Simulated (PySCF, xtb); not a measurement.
Ge(I)(OMe) (CH₃GeIO), SMILES C[O][Ge][I] (connectivity only; charge and spin as stated), neutral, multiplicity 1. One conformer was computed; it need not be the lowest.

Harmonic wavenumbers (cm⁻¹) from GFN2-xTB (xtb) at its own minimum, in rising order: 81, 100, 175, 226, 266, 444, 1074, 1124, 1131, 1409, 1470, 1475, 2940, 2963, 2969.

What does PySCF with B3LYP-D3(BJ)/def2-SVP give at its own minimum? (An estimate is asked for; the answer gives what the named calculation found.)

61, 124, 162, 206, 298, 584, 1116, 1166, 1180, 1460, 1467, 1469, 3007, 3096, 3098. Paired by order, the mean absolute difference is 51 cm⁻¹ and the zero-point energies are 25.5 and 26.4 kcal/mol.
